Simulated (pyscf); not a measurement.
# HN=Ti(Cl)–Cl (SMILES [NH]=[Ti]([Cl])[Cl]), singlet

Gas-phase minimum from PySCF at ωB97X-D3(BJ)/def2-SVP, one conformer. 

```xyz
5

N      1.4301    -0.6860    -0.6543
Ti     0.4274    -0.2836     0.5642
Cl     1.4068     0.1090     2.5227
Cl    -1.7265    -0.1390     0.0264
H      2.0587    -0.9272    -1.4214
```

Bonded distances (Å): N1–Ti2 1.629, N1–H5 1.021, Ti2–Cl3 2.225, Ti2–Cl4 2.225. Bond angles (°): Ti2–N1–H5 179.4, N1–Ti2–Cl3 115.5, N1–Ti2–Cl4 115.5, Cl3–Ti2–Cl4 128.9.

Properties at ωB97X-D3(BJ)/def2-SVP:

```
Item                                                                                                                                                              Result
---------------------------------------------------------------------------------------------------------------------  -------------------------------------------------
Harmonic wavenumbers, unscaled                                                                                         25, 118, 191, 389, 412, 520, 614, 1119, 3630 cm⁻¹
Zero-point energy                                                                                                                                          10.0 kcal/mol
Rotational symmetry number                                                                                                                                             2
Entropy of this conformer at 298 K and 1 atm, rigid rotor and harmonic oscillator, modes under 100 cm⁻¹ raised to 100                                    329.2 J/(mol K)
Dipole moment                                                                                                                                                     2.14 D
```

Single-point totals, which compare only within one level (frozen core for MP2 and CC):

| level | total energy (hartree) |
|---|---|
| ωB97X-D3(BJ)/def2-TZVP | -1825.40609 |
| PBE/def2-TZVP | -1824.76527 |
| r²SCAN/def2-TZVP | -1825.29978 |
| B3LYP-D3(BJ)/def2-TZVP | -1825.46479 |
| PBE0-D3(BJ)/def2-TZVP | -1824.84202 |
| M06-2X/def2-TZVP | -1825.29932 |
| ωB97M-D3(BJ)/def2-TZVP | -1825.54717 |
| HF/def2-TZVPP | -1822.60420 |
| MP2/def2-TZVPP | -1823.64389 |
| CCSD/def2-TZVPP | -1823.64389 |
| CCSD(T)/def2-TZVPP | -1823.70892 |

The lowest mode is so soft that the shape along it may change with the basis. The CCSD(T) − MP2 part came from Ansatz, without density fitting, on the same reference. The frozen core leaves the outer d or s,p core shells of the metals and heavy elements correlated in the MP2 and CC values, and def2-TZVPP describes them poorly, so these totals are far from the basis limit.
